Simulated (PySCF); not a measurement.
Simulation results for BH₄OSi, BH₆Si₂, BH₈NSi₂, B₂FH₄Si and others

Computed with PySCF 2.14.0. Calculation on a computer-drawn molecule: optimised geometry and harmonic frequencies of an isolated molecule of the commonest isotopes, restricted reference for singlets and unrestricted otherwise, frozen core in MP2.

```json
{"entry": 1, "formula": "BH4OSi", "start_structure": {"atoms_angstrom": [["B", -1.8619, 0.7403, 0.2538], ["Si", 0.0007, 0.5508, 0.006], ["O", 1.0354, 0.3486, 1.2865], ["H", -2.4234, 0.3926, 1.2062], ["H", -2.5886, 0.9007, -0.7198], ["H", 0.8194, 1.2319, -1.0457], ["H", 1.3899, 1.2203, 1.6662]]}, "given": {"charge": -1, "multiplicity": 1, "method": "HF", "basis": "aug-cc-pV(D+d)Z", "drawn_bonds_atom": [1, 2, 1, 1, 2, 3], "drawn_bonds_other_atom": [2, 3, 4, 5, 6, 7], "drawn_bonds_order": [1, 1, 1, 1, 1, 1]}, "results": {"optimised_atom_element": ["B", "Si", "O", "H", "H", "H", "H"], "optimised_atom_x [angstrom]": [-1.807, 0.02991, 1.269, -2.277, -2.551, 0.7845, 0.9237], "optimised_atom_y [angstrom]": [0.7014, 0.8596, 0.7922, 0.5295, 0.7732, 1.07, 0.6589], "optimised_atom_z [angstrom]": [0.2434, -0.04625, 1.129, 1.349, -0.7089, -1.308, 1.995], "modes_frequency [cm^-1]": [125.0, 209.7, 222.2, 577.4, 607.8, 729.2, 803.1, 848.6, 890.7, 1007, 1208, 2265, 2534, 2592, 4194], "modes_reduced_mass [dalton]": [1.618, 1.092, 2.394, 1.049, 1.408, 5.677, 1.211, 2.899, 1.336, 1.166, 1.232, 1.041, 1.053, 1.121, 1.066], "rotational_constants [GHz]": [30.62, 6.267, 5.203], "total_energy [hartree]": -390.8122, "convergence_status_largest_gradient_component [hartree/bohr]": 4.981e-06}}
{"entry": 2, "formula": "BH4OSi", "start_structure": {"atoms_angstrom": [["B", -1.807, 0.7014, 0.2434], ["Si", 0.0299, 0.8596, -0.0462], ["O", 1.2685, 0.7922, 1.1287], ["H", -2.2768, 0.5295, 1.3491], ["H", -2.5514, 0.7732, -0.7089], ["H", 0.7845, 1.0704, -1.308], ["H", 0.9237, 0.6589, 1.9952]]}, "given": {"charge": -1, "multiplicity": 1, "method": "MP2", "basis": "aug-cc-pV(D+d)Z", "drawn_bonds_atom": [1, 2, 1, 1, 2, 3], "drawn_bonds_other_atom": [2, 3, 4, 5, 6, 7], "drawn_bonds_order": [1, 1, 1, 1, 1, 1]}, "results": {"optimised_atom_element": ["B", "Si", "O", "H", "H", "H", "H"], "optimised_atom_x [angstrom]": [-1.818, 0.0192, 1.302, -2.279, -2.549, 0.7887, 0.9071], "optimised_atom_y [angstrom]": [0.6999, 0.86, 0.7941, 0.5275, 0.7751, 1.072, 0.6568], "optimised_atom_z [angstrom]": [0.2491, -0.05428, 1.131, 1.364, -0.7221, -1.317, 2.003], "modes_frequency [cm^-1]": [148.3, 188.1, 193.7, 523.6, 538.4, 670.1, 676.8, 804.5, 838.2, 963.5, 1109, 2205, 2492, 2565, 3841], "modes_reduced_mass [dalton]": [1.571, 2.253, 1.125, 1.068, 1.436, 1.173, 7.219, 1.743, 1.745, 1.145, 1.291, 1.042, 1.052, 1.126, 1.066], "rotational_constants [GHz]": [30.21, 6.122, 5.091], "total_energy [hartree]": -391.2362, "convergence_status_largest_gradient_component [hartree/bohr]": 4.193e-05}}
{"entry": 3, "formula": "BH6Si2", "start_structure": {"atoms_angstrom": [["B", -2.3603, 3.4902, 1.7315], ["Si", -0.9518, 2.1894, 1.9216], ["Si", -1.8402, 0.6322, 3.2777], ["H", -2.5117, 4.3817, 2.4808], ["H", -3.2421, 3.3953, 0.9338], ["H", -0.4935, 1.363, 0.6818], ["H", 0.3573, 2.6405, 2.5283], ["H", -2.2217, 0.9675, 4.7271], ["H", -3.0135, -0.2462, 2.9407]]}, "given": {"charge": 0, "multiplicity": 2, "method": "HF", "basis": "cc-pV(D+d)Z", "drawn_bonds_atom": [1, 2, 1, 1, 2, 2, 3, 3], "drawn_bonds_other_atom": [2, 3, 4, 5, 6, 7, 8, 9], "drawn_bonds_order": [1, 1, 1, 1, 1, 1, 1, 1]}, "results": {"optimised_atom_element": ["B", "Si", "Si", "H", "H", "H", "H", "H", "H"], "optimised_atom_x [angstrom]": [-2.387, -0.9376, -1.819, -2.482, -3.22, -0.5735, 0.2977, -2.147, -3.009], "optimised_atom_y [angstrom]": [3.517, 2.115, 0.475, 4.437, 3.404, 1.435, 2.654, 1.002, -0.2251], "optimised_atom_z [angstrom]": [1.707, 1.942, 3.405, 2.471, 0.8511, 0.6734, 2.563, 4.754, 2.858], "modes_frequency [cm^-1]": [120.1, 125.5, 173.0, 395.7, 430.3, 485.7, 540.8, 654.1, 688.1, 773.0, 828.4, 958.1, 1004, 1023, 1255, 2283, 2290, 2295, 2299, 2677, 2759], "modes_reduced_mass [dalton]": [1.086, 3.483, 1.038, 1.04, 9.548, 1.041, 1.164, 3.76, 1.211, 1.144, 1.188, 1.304, 1.072, 1.069, 1.146, 1.03, 1.051, 1.029, 1.053, 1.052, 1.126], "rotational_constants [GHz]": [12.03, 3.473, 2.947], "total_energy [hartree]": -605.9763, "spin_squared": 0.7659, "convergence_status_largest_gradient_component [hartree/bohr]": 1.724e-05}}
{"entry": 4, "formula": "BH8NSi2", "start_structure": {"atoms_angstrom": [["B", -2.04, -0.492, -0.6834], ["Si", -1.2842, -1.4577, 0.7633], ["N", 0.0617, -2.4482, 0.2657], ["Si", -0.3569, -0.0744, 2.465], ["H", -1.4805, -0.3799, -1.693], ["H", -2.9852, 0.2367, -0.5895], ["H", -2.334, -2.2845, 1.4943], ["H", -0.0982, -2.9899, -0.5296], ["H", 0.5627, -2.9473, 1.0114], ["H", 0.6102, 0.8528, 1.85], ["H", 0.4302, -0.8697, 3.4872], ["H", -1.3798, 0.6321, 3.17]]}, "given": {"charge": 0, "multiplicity": 1, "method": "HF", "basis": "cc-pV(D+d)Z", "drawn_bonds_atom": [1, 2, 2, 1, 1, 2, 3, 3, 4, 4, 4], "drawn_bonds_other_atom": [2, 3, 4, 5, 6, 7, 8, 9, 10, 11, 12], "drawn_bonds_order": [1, 1, 1, 1, 1, 1, 1, 1, 1, 1, 1]}, "results": {"optimised_atom_element": ["B", "Si", "N", "Si", "H", "H", "H", "H", "H", "H", "H", "H"], "optimised_atom_x [angstrom]": [-2.019, -1.205, 0.1001, -0.3501, -1.722, -2.845, -2.338, -0.0415, 0.6075, 0.583, 0.3908, -1.455], "optimised_atom_y [angstrom]": [-0.4255, -1.49, -2.492, -0.06219, -0.6021, 0.4159, -2.244, -3.034, -3.042, 0.9422, -0.8486, 0.6609], "optimised_atom_z [angstrom]": [-0.7058, 0.8207, 0.2627, 2.508, -1.856, -0.4758, 1.445, -0.5708, 0.9324, 1.937, 3.528, 3.186], "modes_frequency [cm^-1]": [101.2, 110.6, 151.2, 191.1, 205.1, 266.5, 422.4, 489.0, 517.8, 553.8, 627.6, 678.7, 755.9, 834.8, 899.8, 925.8, 970.4, 1003, 1023, 1028, 1263, 1703, 2211, 2284, 2292, 2297, 2666, 2742, 3754, 3842], "modes_reduced_mass [dalton]": [1.283, 1.347, 1.806, 1.717, 2.187, 1.212, 4.376, 1.195, 1.206, 1.284, 2.257, 1.532, 1.202, 2.511, 1.464, 1.262, 1.246, 1.236, 1.04, 1.04, 1.155, 1.104, 1.039, 1.046, 1.048, 1.027, 1.054, 1.124, 1.051, 1.094], "rotational_constants [GHz]": [5.311, 2.736, 2.017], "total_energy [hartree]": -661.6530, "convergence_status_largest_gradient_component [hartree/bohr]": 1.781e-05}}
{"entry": 5, "formula": "B2FH4Si", "start_structure": {"atoms_angstrom": [["B", -0.3472, -2.5328, 0.6102], ["Si", 0.5552, -0.8399, 0.6566], ["B", 0.5919, 0.731, -0.392], ["F", 1.4531, -0.6583, 1.9985], ["H", -1.0058, -2.8791, -0.2931], ["H", -0.1756, -3.3481, 1.4625], ["H", 1.2181, 1.7297, -0.0321], ["H", -0.0019, 0.877, -1.4046]]}, "given": {"charge": 0, "multiplicity": 2, "method": "HF", "basis": "cc-pV(D+d)Z", "drawn_bonds_atom": [1, 2, 2, 1, 1, 3, 3], "drawn_bonds_other_atom": [2, 3, 4, 5, 6, 7, 8], "drawn_bonds_order": [1, 1, 1, 1, 1, 1, 1]}, "results": {"optimised_atom_element": ["B", "Si", "B", "F", "H", "H", "H", "H"], "optimised_atom_x [angstrom]": [-0.3184, 0.6148, 0.5814, 1.526, -0.9992, -0.2255, 1.192, -0.08311], "optimised_atom_y [angstrom]": [-2.531, -0.811, 0.7501, -0.6616, -2.671, -3.417, 1.752, 0.6694], "optimised_atom_z [angstrom]": [0.591, 0.8072, -0.3917, 2.141, -0.3847, 1.389, -0.1599, -1.385], "modes_frequency [cm^-1]": [120.7, 176.1, 240.2, 271.7, 353.6, 611.5, 630.9, 697.6, 733.0, 880.8, 915.3, 924.2, 1240, 1254, 2686, 2697, 2784, 2787], "modes_reduced_mass [dalton]": [4.294, 2.325, 4.291, 1.175, 1.015, 4.472, 1.631, 3.005, 1.469, 1.273, 10.72, 1.283, 1.167, 1.156, 1.05, 1.052, 1.127, 1.128], "rotational_constants [GHz]": [6.809, 5.537, 3.054], "total_energy [hartree]": -440.0489, "spin_squared": 0.7614, "convergence_status_largest_gradient_component [hartree/bohr]": 1.928e-05}}
{"entry": 6, "formula": "CH6BOSi", "start_structure": {"atoms_angstrom": [["B", 0.1523, -0.0536, 2.1652], ["Si", 0.213, -0.4559, 0.3792], ["C", -0.6189, -1.6952, -0.6894], ["O", 1.2107, 0.3861, -0.6518], ["H", -0.5603, -0.633, 2.8953], ["H", 0.8395, 0.7669, 2.6712], ["H", -1.2712, -1.2636, -1.5017], ["H", -1.3721, -2.2601, -0.1374], ["H", 0.043, -2.4259, -1.2094], ["H", 1.304, 0.2266, -1.557]]}, "given": {"charge": 0, "multiplicity": 2, "method": "HF", "basis": "cc-pV(D+d)Z", "drawn_bonds_atom": [1, 2, 2, 1, 1, 3, 3, 3, 4], "drawn_bonds_other_atom": [2, 3, 4, 5, 6, 7, 8, 9, 10], "drawn_bonds_order": [1, 1, 1, 1, 1, 1, 1, 1, 1]}, "results": {"optimised_atom_element": ["B", "Si", "C", "O", "H", "H", "H", "H", "H", "H"], "optimised_atom_x [angstrom]": [0.1463, 0.275, -0.6677, 1.281, -0.6206, 0.8046, -1.268, -1.339, 0.01297, 1.315], "optimised_atom_y [angstrom]": [-0.07148, -0.4169, -1.701, 0.4242, -0.743, 0.7826, -1.236, -2.257, -2.414, 0.2253], "optimised_atom_z [angstrom]": [2.171, 0.3039, -0.6786, -0.6837, 2.807, 2.693, -1.466, -0.02107, -1.155, -1.607], "modes_frequency [cm^-1]": [129.7, 178.1, 199.9, 271.1, 293.5, 386.1, 638.4, 662.5, 768.0, 800.3, 822.2, 832.9, 884.1, 1001, 1227, 1392, 1549, 1549, 2665, 2758, 3164, 3238, 3267, 4179], "modes_reduced_mass [dalton]": [1.164, 2.91, 2.299, 3.052, 1.204, 1.025, 3.626, 1.421, 1.227, 1.846, 1.242, 1.559, 2.67, 2.709, 1.209, 1.249, 1.052, 1.049, 1.052, 1.127, 1.036, 1.101, 1.101, 1.067], "rotational_constants [GHz]": [7.023, 5.471, 3.135], "total_energy [hartree]": -429.8430, "spin_squared": 0.7595, "convergence_status_largest_gradient_component [hartree/bohr]": 1.847e-05}}
{"entry": 7, "formula": "CH5BOSi", "start_structure": {"atoms_angstrom": [["B", -0.4108, 0.7119, -1.4005], ["Si", -0.7147, -0.037, 0.2231], ["C", -0.4249, -1.8925, 1.0455], ["O", -0.6567, -2.903, 0.0585], ["H", -1.2864, 0.8592, -2.1897], ["H", 0.4746, 1.4246, -1.4581], ["H", -1.1069, -2.0588, 1.7682], ["H", 0.6282, -1.8438, 1.4387], ["H", -0.035, -2.6457, -0.7238]]}, "given": {"charge": 0, "multiplicity": 1, "method": "HF", "basis": "cc-pV(D+d)Z", "drawn_bonds_atom": [1, 2, 3, 1, 1, 3, 3, 4], "drawn_bonds_other_atom": [2, 3, 4, 5, 6, 7, 8, 9], "drawn_bonds_order": [1, 1, 1, 1, 1, 1, 1, 1]}, "results": {"optimised_atom_element": ["B", "Si", "C", "O", "H", "H", "H", "H", "H"], "optimised_atom_x [angstrom]": [-0.5245, -0.3172, -0.4368, -0.4102, -1.604, 0.4329, -1.428, 0.2669, 0.4882], "optimised_atom_y [angstrom]": [0.4321, 0.3155, -1.613, -2.222, 0.5329, 0.4406, -1.828, -2.1, -2.343], "optimised_atom_z [angstrom]": [-1.12, 0.8941, 0.8409, -0.4433, -1.639, -1.851, 1.264, 1.527, -0.7106], "modes_frequency [cm^-1]": [93.47, 120.2, 254.9, 371.6, 400.7, 444.2, 585.4, 619.6, 680.1, 940.0, 1127, 1209, 1227, 1377, 1477, 1539, 2646, 2722, 3135, 3179, 4155], "modes_reduced_mass [dalton]": [3.571, 2.195, 1.052, 4.299, 1.153, 1.191, 1.914, 4.835, 2.557, 1.415, 6.004, 1.037, 1.154, 1.285, 1.19, 1.073, 1.056, 1.12, 1.061, 1.1, 1.067], "rotational_constants [GHz]": [8.465, 4.856, 3.273], "total_energy [hartree]": -429.1598, "convergence_status_largest_gradient_component [hartree/bohr]": 3.876e-05}}
{"entry": 8, "formula": "CH6BNSi", "start_structure": {"atoms_angstrom": [["B", -1.213, 1.8444, -1.0328], ["Si", -0.8706, 0.5619, 0.263], ["N", 0.0399, -0.9516, 0.3466], ["C", 0.7071, -1.5929, -0.7139], ["H", -2.267, 1.8335, -1.4493], ["H", -0.6532, 2.8702, -0.9876], ["H", 0.1338, -1.4828, 1.1742], ["H", 1.8339, -1.7015, -0.4884], ["H", 0.6761, -0.9478, -1.6129], ["H", 0.4107, -2.5871, -0.9333]]}, "given": {"charge": 0, "multiplicity": 1, "method": "HF", "basis": "cc-pV(D+d)Z", "drawn_bonds_atom": [1, 2, 3, 1, 1, 3, 4, 4, 4], "drawn_bonds_other_atom": [2, 3, 4, 5, 6, 7, 8, 9, 10], "drawn_bonds_order": [1, 1, 1, 1, 1, 1, 1, 1, 1]}, "results": {"optimised_atom_element": ["B", "Si", "N", "C", "H", "H", "H", "H", "H", "H"], "optimised_atom_x [angstrom]": [-1.06, -0.9833, -0.02785, 0.6165, -1.968, -0.2811, 0.134, 1.698, 0.4399, 0.2288], "optimised_atom_y [angstrom]": [1.515, 0.4884, -0.8667, -1.301, 1.37, 2.398, -1.515, -1.397, -0.577, -2.267], "optimised_atom_z [angstrom]": [-0.923, 0.8521, 0.4469, -0.7794, -1.703, -1.183, 1.197, -0.6512, -1.574, -1.116], "modes_frequency [cm^-1]": [105.5, 151.0, 208.3, 244.2, 399.1, 507.8, 584.7, 720.6, 781.7, 930.8, 1187, 1223, 1226, 1248, 1556, 1570, 1583, 1618, 2636, 2704, 3165, 3224, 3263, 3781], "modes_reduced_mass [dalton]": [1.042, 2.79, 2.517, 1.066, 3.556, 1.286, 4.704, 1.141, 5.137, 1.459, 1.236, 3.332, 1.353, 1.197, 1.338, 1.177, 1.042, 1.054, 1.055, 1.121, 1.036, 1.106, 1.102, 1.075], "rotational_constants [GHz]": [9.174, 4.397, 3.107], "total_energy [hartree]": -409.3773, "convergence_status_largest_gradient_component [hartree/bohr]": 3.711e-05}}
```
